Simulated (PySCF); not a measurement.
## (ClSi)4CH26 adamantane: computed shieldings and shifts

(ClSi)4CH26 adamantane, C6H12Cl4Si4.

Geometry:
```
atom   x (Å)   y (Å)   z (Å)
 Si1   0.137  -0.691   1.746
 Cl2   0.285  -1.452   3.676
  C3  -0.531  -2.009   0.591
 Si4  -0.678  -1.332  -1.151
 Cl5  -1.415  -2.798  -2.430
  C6   1.014  -0.779  -1.738
 Si7   1.693   0.547  -0.600
 Cl8   3.571   1.149  -1.259
  C9   1.824  -0.146   1.138
 C10   0.518   2.009  -0.598
Si11  -1.177   1.478   0.002
Cl12  -2.483   3.098   0.006
 C13  -1.019   0.785   1.737
 C14  -1.837   0.141  -1.136
 H15   0.139  -2.885   0.598
 H16  -1.519  -2.348   0.946
 H17   0.943  -0.388  -2.767
 H18   1.702  -1.641  -1.761
 H19   2.520  -1.002   1.143
 H20   2.240   0.620   1.815
 H21   0.442   2.423  -1.617
 H22   0.915   2.808   0.052
 H23  -0.628   1.564   2.413
 H24  -2.012   0.489   2.116
 H25  -2.837  -0.175  -0.795
 H26  -1.949   0.541  -2.158
```

GIAO calculations in PySCF on the PBE0-D3(BJ)/def2-SVP structure: isolated species, non-relativistic, equivalent atoms averaged; basis pcSseg-1.

Q: Give the isotropic shieldings (ppm) with PBE0, wB97X-D.

A: 
```tsv
atoms	environment	PBE0	wB97X-D
Cl2/Cl5/Cl8/Cl12	chlorine bonded to Si	887	893
Si1/Si4/Si7/Si11	silicon bonded to 3 C, Cl	322.7	321.0
C3/C6/C9/C10/C13/C14	carbon bonded to 2 Si, 2 H	169.5	170.9
H15/H16/H17/H18/H19/H20/H21/H22/H23/H24/H25/H26	hydrogen on a carbon bonded to 2 Si	30.75	30.96
HOMO–LUMO gap (eV)	–	7.32	10.94
```

Q: And the chemical shifts, against references computed in the same way?

A: 
```
                                          atoms  nucleus, reference  PBE0  wB97X-D
                               Cl2/Cl5/Cl8/Cl12           35Cl, HCl    56       46
                               Si1/Si4/Si7/Si11           29Si, TMS  29.3     31.9
                           C3/C6/C9/C10/C13/C14            13C, TMS  14.9     13.6
H15/H16/H17/H18/H19/H20/H21/H22/H23/H24/H25/H26             1H, TMS  0.52     0.42
```

Q: Which part of the shielding of Cl2/Cl5/Cl8/Cl12 depends on the functional?

A: Diamagnetic: PBE0 1148, wB97X-D 1148 ppm; paramagnetic: PBE0 -260, wB97X-D -255 ppm. The diamagnetic part, set mainly by inner electrons, hardly moves; the paramagnetic part goes with low-lying magnetically allowed excitations and carries the spread.
